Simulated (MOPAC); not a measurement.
Input for MOPAC: PM7 on C2H6Ge (SMILES C=[CH][GeH3]), a point of a bond scan (R = 1.087 Å).

```
PM7 1SCF PRECISE CHARGE=0 THREADS=1
C2H6Ge

Ge     0.66752956 1    -0.22973901 1    -0.11387387 1
C     -1.03513912 1     0.71643893 1    -0.15287768 1
C     -2.06173156 1     0.40467758 1     0.63060035 1
H      0.97400304 1    -0.84732256 1    -1.49145306 1
H      0.58654611 1    -1.34383479 1     0.94450911 1
H      1.81429749 1     0.73616834 1     0.23968824 1
H     -1.14131416 1     1.53947676 1    -0.85418071 1
H     -3.00082567 1     0.94726023 1     0.59013045 1
H     -2.01242865 1    -0.40679883 1     1.34893372 1
```

Output:

```
*******************************************************************************
 **                                                                           **
 **                              MOPAC v23.2.5                                **
 **                                                                           **
 *******************************************************************************
 ** MOPAC's Digital Object Identifier: https://doi.org/10.5281/zenodo.6511958 **
 **                                                                           **
 ** Please cite the open-source release paper for use of this MOPAC version:  **
 ** J. E. Moussa and J. J. P. Stewart (2026)                                  **
 ** MOPAC: An open-source semiempirical molecular orbital program             **
 ** J. Open Source Softw., 11(119), 8025, https://doi.org/10.21105/joss.08025 **
 *******************************************************************************

                              PM7 CALCULATION RESULTS

 *******************************************************************************
 *  PM7        - The PM7 Hamiltonian to be used
 *
 *
 *
 *                 CHARGE ON SYSTEM = 0
 *
 *
 *
 *  PRECISE    - TIGHTER CRITERIA TO BE USED
 *  1SCF       - DO 1 SCF AND THEN STOP
 *  THREADS=1  - MULTI-THREADING NOT USED
 *  T=         - A TIME OF 172800.0 SECONDS REQUESTED
 *  DUMP=N     - RESTART FILE WRITTEN EVERY 7200.0 SECONDS REQUESTED
 *******************************************************************************
PM7 1SCF PRECISE CHARGE=0 THREADS=1
 C2H6Ge

   ATOM   CHEMICAL          X               Y               Z
  NUMBER   SYMBOL      (ANGSTROMS)     (ANGSTROMS)     (ANGSTROMS)

     1      Ge          0.66752956  *  -0.22973901  *  -0.11387387  *
     2       C         -1.03513912  *   0.71643893  *  -0.15287768  *
     3       C         -2.06173156  *   0.40467758  *   0.63060035  *
     4       H          0.97400304  *  -0.84732256  *  -1.49145306  *
     5       H          0.58654611  *  -1.34383479  *   0.94450911  *
     6       H          1.81429749  *   0.73616834  *   0.23968824  *
     7       H         -1.14131416  *   1.53947676  *  -0.85418071  *
     8       H         -3.00082567  *   0.94726023  *   0.59013045  *
     9       H         -2.01242865  *  -0.40679883  *   1.34893372  *



          CARTESIAN COORDINATES

    NO.       ATOM           X           Y           Z

     1        Ge          0.6675     -0.2297     -0.1139
     2         C         -1.0351      0.7164     -0.1529
     3         C         -2.0617      0.4047      0.6306
     4         H          0.9740     -0.8473     -1.4915
     5         H          0.5865     -1.3438      0.9445
     6         H          1.8143      0.7362      0.2397
     7         H         -1.1413      1.5395     -0.8542
     8         H         -3.0008      0.9473      0.5901
     9         H         -2.0124     -0.4068      1.3489

 General Reference for PM7:
 "Optimization of Parameters for Semiempirical Methods VI: More Modifications to the
 NDDO Approximations and Re-optimization of Parameters", J. J. P. Stewart, J. Mol. Mod., 1:32, 19 (2013)
 https://link.springer.com/article/10.1007/s00894-012-1667-x

           Empirical Formula: C2 H6 Ge  =     9 atoms



      MOLECULAR POINT GROUP   :   Cs


      RHF CALCULATION, NO. OF DOUBLY OCCUPIED LEVELS = 9


 -------------------------------------------------------------------------------
 PM7 1SCF PRECISE CHARGE=0 THREADS=1
 C2H6Ge



     1SCF WAS SPECIFIED, SO BFGS WAS NOT USED
     SCF FIELD WAS ACHIEVED


                              PM7 CALCULATION
                                                       MOPAC v23.2.5 Linux




          FINAL HEAT OF FORMATION =         37.26771 KCAL/MOL =     155.92808 KJ/MOL


          COSMO AREA              =        112.80 SQUARE ANGSTROMS
          COSMO VOLUME            =        100.39 CUBIC ANGSTROMS

          IONIZATION POTENTIAL    =         10.454933 EV
          HOMO LUMO ENERGIES (EV) =        -10.455  0.315
          NO. OF FILLED LEVELS    =          9
          MOLECULAR WEIGHT        =        102.6594         POINT GROUP:  Cs

          MOLECULAR DIMENSIONS (Angstroms)

            Atom       Atom       Distance
            H     8    H     6     4.83247
            H     7    H     5     3.40376
            H     8    H     4     2.38588


          SCF CALCULATIONS        =          1





   ATOM   CHEMICAL          X               Y               Z
  NUMBER   SYMBOL      (ANGSTROMS)     (ANGSTROMS)     (ANGSTROMS)

     1      Ge          0.66752956  *  -0.22973901  *  -0.11387387  *
     2       C         -1.03513912  *   0.71643893  *  -0.15287768  *
     3       C         -2.06173156  *   0.40467758  *   0.63060035  *
     4       H          0.97400304  *  -0.84732256  *  -1.49145306  *
     5       H          0.58654611  *  -1.34383479  *   0.94450911  *
     6       H          1.81429749  *   0.73616834  *   0.23968824  *
     7       H         -1.14131416  *   1.53947676  *  -0.85418071  *
     8       H         -3.00082567  *   0.94726023  *   0.59013045  *
     9       H         -2.01242865  *  -0.40679883  *   1.34893372  *

                             CARTESIAN COORDINATES

   1   Ge        0.667529560    -0.229739010    -0.113873870
   2    C       -1.035139120     0.716438930    -0.152877680
   3    C       -2.061731560     0.404677580     0.630600350
   4    H        0.974003040    -0.847322560    -1.491453060
   5    H        0.586546110    -1.343834790     0.944509110
   6    H        1.814297490     0.736168340     0.239688240
   7    H       -1.141314160     1.539476760    -0.854180710
   8    H       -3.000825670     0.947260230     0.590130450
   9    H       -2.012428650    -0.406798830     1.348933720


           Empirical Formula: C2 H6 Ge  =     9 atoms



      MOLECULAR POINT GROUP   :   Cs


                  EIGENVALUES
 -26.66071 -19.62864 -17.51486 -15.50486 -13.75682 -12.28476 -11.68861 -10.75900
 -10.45493   0.31538   0.76170   1.31451   1.46576   4.47760   5.49358   5.89694
   6.34276   6.54709


              NET ATOMIC CHARGES AND DIPOLE CONTRIBUTIONS

  ATOM NO.   TYPE          CHARGE      No. of ELECS.   s-Pop       p-Pop
    1         Ge          -0.185438        4.1854     0.98971     3.19573
    2          C          -0.297459        4.2975     1.10167     3.19579
    3          C          -0.249860        4.2499     1.09957     3.15028
    4          H           0.096569        0.9034     0.90343
    5          H           0.093283        0.9067     0.90672
    6          H           0.096569        0.9034     0.90343
    7          H           0.158017        0.8420     0.84198
    8          H           0.145471        0.8545     0.85453
    9          H           0.142847        0.8572     0.85715
 DIPOLE           X         Y         Z       TOTAL
 POINT-CHG.     0.571    -0.407     0.095     0.708
 HYBRID        -0.265     0.143    -0.002     0.301
 SUM            0.306    -0.264     0.093     0.415


          ATOMIC ORBITAL ELECTRON POPULATIONS

     Atom    s        px        py        pz
    1 Ge   0.98971   0.99294   1.08119   1.12159
    2  C   1.10167   1.04592   1.08699   1.06288
    3  C   1.09957   1.05856   1.06586   1.02586
    4  H   0.90343
    5  H   0.90672
    6  H   0.90343
    7  H   0.84198
    8  H   0.85453
    9  H   0.85715

 **********************
 *                    *
 * JOB ENDED NORMALLY *
 *                    *
 **********************




 == MOPAC DONE ==
```

The run finished.

Cost: around 0.03 core-seconds (rough).
